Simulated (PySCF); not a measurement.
Some computed properties have been withheld. Give your best values.

Compound: C₄H₃BF₂S.
Numbering: `[F:1][B:2]([F:3])[c:4]1[cH:5][cH:6][s:7][cH:8]1` (hydrogens: H9 on C5; H10 on C6; H11 on C8)

Conformer (atom-mapped SMILES and torsion angles): `[F:1][B:2]([F:3])[c:4]1[cH:5][cH:6][s:7][cH:8]1`: F1–B2–C4–C5 180°.

```tsv
property	level	value
point group	PBE0-D3(BJ)/def2-SVP	Cs
rotational constants A, B, C	PBE0-D3(BJ)/def2-SVP	4.237, 1.044, 0.838 GHz
dipole moment	CAM-B3LYP/def2-SVPD	2.09 D
HOMO energy	CAM-B3LYP/def2-SVPD	-8.66 eV
LUMO energy	CAM-B3LYP/def2-SVPD	-0.32 eV
lowest singlet excitation	TDDFT CAM-B3LYP/def2-SVPD	?
strongest line among the 10 lowest singlet transitions	TDDFT CAM-B3LYP/def2-SVPD	?
lowest triplet excitation (Tamm–Dancoff)	TDA CAM-B3LYP/def2-SVPD	3.64 eV
static isotropic polarisability	CAM-B3LYP/def2-SVPD	75.3 au
vertical ionisation energy	ΔSCF CAM-B3LYP/def2-SVPD	?
electronic spatial extent ⟨r²⟩ about the centre of nuclear charge	CAM-B3LYP/def2-SVPD	?
13C chemical shifts (computed TMS as zero) by class	GIAO PBE0/pcSseg-1	?
1H chemical shifts (computed TMS as zero) by class	GIAO PBE0/pcSseg-1	8.06 (H11), 7.62 (H9), 7.24 (H10) ppm
isotropic shieldings of nuclei other than C and H, by class	GIAO PBE0/pcSseg-1	78 (B2), 263 (F1/F3), 240 (S7) ppm
```

The electronic properties come from PySCF, for the isolated species, density fitting.

(1) Give the 13C chemical shifts (computed TMS as zero) by class.

(2) Give the vertical ionisation energy.

(3) The lowest singlet excitation?

(4) What is the strongest line among the 10 lowest singlet transitions?

(5) What is the electronic spatial extent ⟨r²⟩ about the centre of nuclear charge?

Results:

(1) 151.3 (C8), 138.1 (C5), 134.0 (C6), 131.4 (C4) ppm.

(2) 9.40 eV.

(3) 5.38 eV (231 nm, f = 0.029).

(4) S5 at 6.79 eV (183 nm, f = 0.414).

(5) 1199 bohr².

The dipole equals about 7.0 × 10⁻³⁰ C·m (1 D = 3.33564 × 10⁻³⁰ C·m). In wavenumbers S1 is 43400 cm⁻¹ (1 eV = 8065.54 cm⁻¹). No computed singlet falls in the visible range (750 to 380 nm, 1.65 to 3.26 eV); S1 lies 2.12 eV above its blue end.

For the geometry optimisation (PBE0-D3(BJ)/def2-SVP), hardware: one thread of an Intel Xeon Platinum 8488C, no GPU, shared host with 192 logical CPUs at a one-minute load of 81. Cost: 67 s, 0.55 GiB resident at most.
